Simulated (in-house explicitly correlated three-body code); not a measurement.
Computed with an exponentially correlated three-body code. Model: two electrons around a point charge, non-relativistic, variational in 260 exponentially correlated functions (energies converged to about 1e-7 hartree, or 1e-8 relative for large Z).

For two electrons in a singlet the Kohn-Sham orbital is the square root of half the density, so the exact Kohn-Sham potential and energy parts follow from the density alone, and exchange is minus half the Hartree energy. The Kohn-Sham level equals minus the binding energy of the second electron.

Command:
```bash
python run_hyl.py task.json out
```
Settings (lengths in bohr, energies in hartree):
```
Z                      3.38
interaction_strength   1
functions              260
states_tried           13
```

Run time, properties included: 15 s on 1 thread of AMD EPYC 9R45 96-Core Processor (Zen 5), on a shared host.

**Those bound S and P states to n = 4 that converged, binding against the one-electron ion.**

Given: nuclear charge 3.38.

Computed: one-electron threshold -5.7122 hartree.

```json
{"term": "1 1S", "energy (hartree)": "-9.46710312", "binding (eV)": "102.18", "quantum defect": "0.13151"}
{"term": "2 3S", "energy (hartree)": "?", "binding (eV)": "?", "quantum defect": "?"}
{"term": "2 1S", "energy (hartree)": "-6.46840685", "binding (eV)": "20.577", "quantum defect": "0.06473"}
{"term": "2 3P", "energy (hartree)": "-6.456256", "binding (eV)": "20.247", "quantum defect": "0.048992"}
{"term": "2 1P", "energy (hartree)": "-6.41087671", "binding (eV)": "19.012", "quantum defect": "-0.013371"}
{"term": "3 3S", "energy (hartree)": "-6.06322444", "binding (eV)": "9.5519", "quantum defect": "0.15951"}
{"term": "3 1S", "energy (hartree)": "-6.04061749", "binding (eV)": "8.9367", "quantum defect": "0.063373"}
{"term": "3 3P", "energy (hartree)": "-6.03750674", "binding (eV)": "8.852", "quantum defect": "0.049365"}
{"term": "3 1P", "energy (hartree)": "?", "binding (eV)": "?", "quantum defect": "?"}
{"term": "4 3S", "energy (hartree)": "-5.90402358", "binding (eV)": "5.2198", "quantum defect": "0.15753"}
{"term": "4 1S", "energy (hartree)": "-5.89492835", "binding (eV)": "4.9723", "quantum defect": "0.063058"}
{"term": "4 3P", "energy (hartree)": "-5.89366765", "binding (eV)": "4.938", "quantum defect": "0.049406"}
{"term": "4 1P", "energy (hartree)": "-5.88806342", "binding (eV)": "4.7855", "quantum defect": "-0.013047"}
```

Task: What belongs in the row 2 3S?

Result: energy (hartree): -6.55426951; binding (eV): 22.914; quantum defect: 0.16605.

Task: What belongs in the row 3 1P?

Result: energy (hartree): -6.02413287; binding (eV): 8.4881; quantum defect: -0.013224.

**Converged states only, values per electron or pair.**

```tsv
term	mean r (bohr)	mean r squared (bohr²)	mean inverse r (1/bohr)	mean r12 (bohr)	mean inverse r12 (1/bohr)	mean cosine	mean p1 dot p2 (bohr⁻²)	delta r1 (bohr⁻³)	delta r12 (bohr⁻³)
1 1S	0.50005	0.33918	3.0678	0.75013	1.8044	-0.03885	0.33884	10.055	0.8306
2 3S	1.2943	2.8107	2.0182	2.2117	0.5345	-0.01159	0.02155	6.5655	-
2 1S	?	?	?	?	?	?	?	?	?
2 3P	?	?	?	?	?	?	?	?	-
2 1P	1.2901	2.8652	1.9838	2.1794	0.58852	0.015583	0.37274	6.1602	0.018334
3 3S	2.7721	14.9	1.8308	5.1276	0.24958	-0.003517	0.0060002	6.2601	-
3 1S	2.9414	16.933	1.8251	5.4621	0.25651	-0.0044224	0.007784	6.2473	0.031501
3 3P	2.755	14.936	1.8254	5.098	0.26464	-0.015324	-0.11082	6.1226	-
3 1P	2.8726	16.317	1.8212	5.3224	0.2632	0.0042694	0.10718	6.149	0.0061916
4 3S	4.8802	48.949	1.7679	9.3312	0.14299	-0.0014717	0.0024478	6.1918	-
4 1S	5.1073	53.84	1.7656	9.7838	0.14563	-0.0018871	0.0032629	6.1876	0.01315
4 3P	4.9299	50.44	1.7657	9.4325	0.14876	-0.0061872	-0.044044	6.1363	-
4 1P	5.0862	53.804	1.764	9.7408	0.14832	0.0017414	0.044639	6.1469	0.0027215
```

Task: What belongs in the row 2 1S?

Result: mean r (bohr): 1.4072; mean r squared (bohr²): 3.4051; mean inverse r (1/bohr): 1.997; mean r12 (bohr): 2.4212; mean inverse r12 (1/bohr): 0.56304; mean cosine: -0.014096; mean p1 dot p2 (bohr⁻²): 0.026375; delta r1 (bohr⁻³): 6.5017; delta r12 (bohr⁻³): 0.10753.

Task: What belongs in the row 2 3P?

Result: mean r (bohr): 1.2099; mean r squared (bohr²): 2.4872; mean inverse r (1/bohr): 1.9986; mean r12 (bohr): 2.0614; mean inverse r12 (1/bohr): 0.59784; mean cosine: -0.058122; mean p1 dot p2 (bohr⁻²): -0.43892; delta r1 (bohr⁻³): 6.0579.

**Electric-dipole lines between converged S and P states, rate of the upper state's decay.**

| s state | p state | p minus s (eV) | oscillator strength from s | rate (1/s) |
| --- | --- | --- | --- | --- |
| 1 1S | 2 1P | 83.164 | 0.49912 | 4.9931e+10 |
| 1 1S | 3 1P | 93.688 | 0.1182 | 1.5006e+10 |
| 1 1S | 4 1P | 97.391 | 0.046313 | 6.3537e+09 |
| 2 1S | 2 1P | 1.5655 | 0.18258 | 6.4719e+06 |
| 2 1S | 3 1P | 12.089 | 0.27938 | 5.9059e+08 |
| 2 1S | 4 1P | 15.792 | 0.077157 | 2.7832e+08 |
| 3 1S | 2 1P | -10.075 | -0.086432 | 3.8071e+08 |
| 3 1S | 3 1P | 0.44857 | 0.31295 | 910790 |
| 3 1S | 4 1P | 4.1512 | 0.29146 | 7.2647e+07 |
| 4 1S | 2 1P | -14.04 | -0.017443 | 1.4919e+08 |
| 4 1S | 3 1P | -3.5158 | -0.18849 | 1.011e+08 |
| 4 1S | 4 1P | ? | ? | ? |
| 2 3S | 2 3P | 2.6671 | 0.26359 | 2.712e+07 |
| 2 3S | 3 3P | 14.062 | 0.21658 | 6.1942e+08 |
| 2 3S | 4 3P | 17.976 | 0.064033 | 2.9928e+08 |
| 3 3S | 2 3P | -10.695 | -0.10323 | 5.1236e+08 |
| 3 3S | 3 3P | 0.69981 | 0.43941 | 3.1126e+06 |
| 3 3S | 4 3P | ? | ? | ? |
| 4 3S | 2 3P | -15.027 | -0.019509 | 1.9116e+08 |
| 4 3S | 3 3P | -3.6323 | -0.22701 | 1.2996e+08 |
| 4 3S | 4 3P | 0.2818 | 0.60339 | 693050 |

Task: What belongs in the row 4 1S 4 1P?

Result: p minus s (eV): 0.1868; oscillator strength from s: 0.43343; rate (1/s): 218770.

Task: What belongs in the row 3 3S 4 3P?

Result: p minus s (eV): 4.6139; oscillator strength from s: 0.22146; rate (1/s): 6.819e+07.

**Density and exact potentials over r, pair density (one pair, times 4 pi r12^2) and exact minus Kohn-Sham pair density over r12.**

```json
{"radius (bohr)": "0.0626", "radial density (electrons/bohr)": "0.65052", "exchange potential (hartree)": "-3.0007", "intracule density (1/bohr)": "0.042222", "Coulomb hole against Kohn-Sham (1/bohr)": "-0.01276", "correlation potential (hartree)": "-0.04"}
{"radius (bohr)": "0.0728", "radial density (electrons/bohr)": "0.82203", "exchange potential (hartree)": "-2.98", "intracule density (1/bohr)": "0.057084", "Coulomb hole against Kohn-Sham (1/bohr)": "-0.01661", "correlation potential (hartree)": "-0.037"}
{"radius (bohr)": "0.0848", "radial density (electrons/bohr)": "1.03", "exchange potential (hartree)": "-2.953", "intracule density (1/bohr)": "0.077282", "Coulomb hole against Kohn-Sham (1/bohr)": "-0.0215", "correlation potential (hartree)": "-0.033"}
{"radius (bohr)": "0.0986", "radial density (electrons/bohr)": "1.2709", "exchange potential (hartree)": "-2.9192", "intracule density (1/bohr)": "0.10397", "Coulomb hole against Kohn-Sham (1/bohr)": "-0.02745", "correlation potential (hartree)": "-0.028"}
{"radius (bohr)": "0.115", "radial density (electrons/bohr)": "1.5517", "exchange potential (hartree)": "-2.8757", "intracule density (1/bohr)": "0.14018", "Coulomb hole against Kohn-Sham (1/bohr)": "-0.03477", "correlation potential (hartree)": "-0.022"}
{"radius (bohr)": "0.133", "radial density (electrons/bohr)": "1.8442", "exchange potential (hartree)": "-2.8245", "intracule density (1/bohr)": "0.18499", "Coulomb hole against Kohn-Sham (1/bohr)": "-0.04279", "correlation potential (hartree)": "-0.015"}
{"radius (bohr)": "0.155", "radial density (electrons/bohr)": "2.1695", "exchange potential (hartree)": "-2.7585", "intracule density (1/bohr)": "0.24594", "Coulomb hole against Kohn-Sham (1/bohr)": "-0.05216", "correlation potential (hartree)": "-0.008"}
{"radius (bohr)": "0.181", "radial density (electrons/bohr)": "?", "exchange potential (hartree)": "?", "intracule density (1/bohr)": "?", "Coulomb hole against Kohn-Sham (1/bohr)": "?", "correlation potential (hartree)": "?"}
{"radius (bohr)": "0.21", "radial density (electrons/bohr)": "2.79", "exchange potential (hartree)": "-2.5839", "intracule density (1/bohr)": "0.41905", "Coulomb hole against Kohn-Sham (1/bohr)": "-0.07078", "correlation potential (hartree)": "0.007"}
{"radius (bohr)": "0.245", "radial density (electrons/bohr)": "3.0356", "exchange potential (hartree)": "-2.4706", "intracule density (1/bohr)": "0.53654", "Coulomb hole against Kohn-Sham (1/bohr)": "-0.07763", "correlation potential (hartree)": "0.014"}
{"radius (bohr)": "0.285", "radial density (electrons/bohr)": "3.1872", "exchange potential (hartree)": "-2.3427", "intracule density (1/bohr)": "0.66944", "Coulomb hole against Kohn-Sham (1/bohr)": "-0.08012", "correlation potential (hartree)": "0.02"}
{"radius (bohr)": "0.331", "radial density (electrons/bohr)": "3.22", "exchange potential (hartree)": "-2.2007", "intracule density (1/bohr)": "0.81185", "Coulomb hole against Kohn-Sham (1/bohr)": "-0.07636", "correlation potential (hartree)": "0.023"}
{"radius (bohr)": "0.385", "radial density (electrons/bohr)": "?", "exchange potential (hartree)": "?", "intracule density (1/bohr)": "?", "Coulomb hole against Kohn-Sham (1/bohr)": "?", "correlation potential (hartree)": "?"}
{"radius (bohr)": "0.448", "radial density (electrons/bohr)": "2.8621", "exchange potential (hartree)": "-1.8749", "intracule density (1/bohr)": "1.078", "Coulomb hole against Kohn-Sham (1/bohr)": "-0.04465", "correlation potential (hartree)": "0.023"}
{"radius (bohr)": "0.522", "radial density (electrons/bohr)": "2.478", "exchange potential (hartree)": "-1.6982", "intracule density (1/bohr)": "1.1584", "Coulomb hole against Kohn-Sham (1/bohr)": "-0.01823", "correlation potential (hartree)": "0.02"}
{"radius (bohr)": "0.607", "radial density (electrons/bohr)": "2.0105", "exchange potential (hartree)": "-1.5221", "intracule density (1/bohr)": "1.1704", "Coulomb hole against Kohn-Sham (1/bohr)": "0.009251", "correlation potential (hartree)": "0.016"}
{"radius (bohr)": "0.706", "radial density (electrons/bohr)": "1.5103", "exchange potential (hartree)": "-1.3493", "intracule density (1/bohr)": "1.0997", "Coulomb hole against Kohn-Sham (1/bohr)": "0.03177", "correlation potential (hartree)": "0.012"}
{"radius (bohr)": "0.822", "radial density (electrons/bohr)": "1.0352", "exchange potential (hartree)": "-1.1837", "intracule density (1/bohr)": "0.94591", "Coulomb hole against Kohn-Sham (1/bohr)": "0.04363", "correlation potential (hartree)": "0.008"}
{"radius (bohr)": "0.956", "radial density (electrons/bohr)": "0.64176", "exchange potential (hartree)": "-1.0314", "intracule density (1/bohr)": "0.73434", "Coulomb hole against Kohn-Sham (1/bohr)": "0.04264", "correlation potential (hartree)": "0.005"}
{"radius (bohr)": "1.11", "radial density (electrons/bohr)": "0.3557", "exchange potential (hartree)": "-0.89504", "intracule density (1/bohr)": "0.50697", "Coulomb hole against Kohn-Sham (1/bohr)": "0.0321", "correlation potential (hartree)": "0.003"}
{"radius (bohr)": "1.29", "radial density (electrons/bohr)": "0.17132", "exchange potential (hartree)": "-0.77315", "intracule density (1/bohr)": "0.30301", "Coulomb hole against Kohn-Sham (1/bohr)": "0.01828", "correlation potential (hartree)": "0.002"}
{"radius (bohr)": "1.51", "radial density (electrons/bohr)": "0.067133", "exchange potential (hartree)": "-0.66168", "intracule density (1/bohr)": "0.14767", "Coulomb hole against Kohn-Sham (1/bohr)": "0.006801", "correlation potential (hartree)": "0.001"}
```

Task: What belongs in the row 0.181?

Result: radial density (electrons/bohr): 2.4989; exchange potential (hartree): -2.6771; intracule density (1/bohr): 0.32492; Coulomb hole against Kohn-Sham (1/bohr): -0.06201; correlation potential (hartree): 0.

Task: What belongs in the row 0.385?

Result: radial density (electrons/bohr): 3.1139; exchange potential (hartree): -2.0434; intracule density (1/bohr): 0.95463; Coulomb hole against Kohn-Sham (1/bohr): -0.06464; correlation potential (hartree): 0.024.
